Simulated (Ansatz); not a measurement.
Isolated molecules relaxed with PBE0-D4/def2-TZVP in Ansatz; ΔE leaves out vibrations. CBS: MP2 limit from def2 TZ/QZ plus the TZ coupled-cluster correction, frozen cores. This one scheme is used for every species, atoms too. For atomizations the MP2-based limit and the directly extrapolated one differ by several kJ/mol either way, and by 10 to 25 for some Ge, Se and Sn compounds, so smaller differences from it don't rank the levels. Functionals use def2-TZVPP. B3LYP here is the variant with VWN-RPA as its local correlation; programs differ in this. No spin–orbit coupling; open shells (•) take unrestricted orbitals. Spin–orbit coupling would lower the free atoms: a little for O, Si; strongly for Sn. Elements past krypton have def2 core potentials. For Sn outer-core shells are correlated without core-valence functions, so the limit isn't a true one: a few kJ/mol of doubt a bond, and 10 to 20 or more in all where bonds break to atoms. Each species was taken in one conformer, which may not be the lowest.

`O[SiH2][O][SnH3]` → 6 H• + 2 O• + Si• + Sn•  (atomization)

| level | ΔE (kJ/mol) | difference from CCSD(T)/CBS |
| --- | --- | --- |
| PBE0-D4 | 3115.4 | -105.7 |
| B3LYP-D4 | 3164.9 | -56.2 |
| r2SCANh-D4 | 3152.5 | -68.6 |
| CAM-B3LYP-D4 | 3200.2 | -20.9 |
| ωB97M-V | 3189.1 | -32.0 |
| BLYP | 3110.5 | -110.6 |
| LC-ωPBE | 3145.6 | -75.5 |
| SCS-MP2/def2-TZVPP | 3149.7 | -71.4 |
| CCSD/def2-TZVPP | 3079.6 | -141.5 |
| MP2/def2-QZVPP | 3201.1 | -20.0 |
| CCSD(T)/CBS | 3221.1 | 0 |

Largest T1 diagnostic among the species: 0.013.

From PBE to PBE0 (25 % exact exchange), in def2-TZVPP and without D4, ΔE moves by −46.7 kJ/mol: exact exchange takes away binding that semilocal exchange gives to molecules. In def2-TZVPP, CCSD(T) changes the Hartree–Fock value by +852.7 kJ/mol (the triples alone add +43.3 kJ/mol) and MP2 by +870.8 kJ/mol; breaking electron pairs costs correlation energy, which Hartree–Fock lacks.
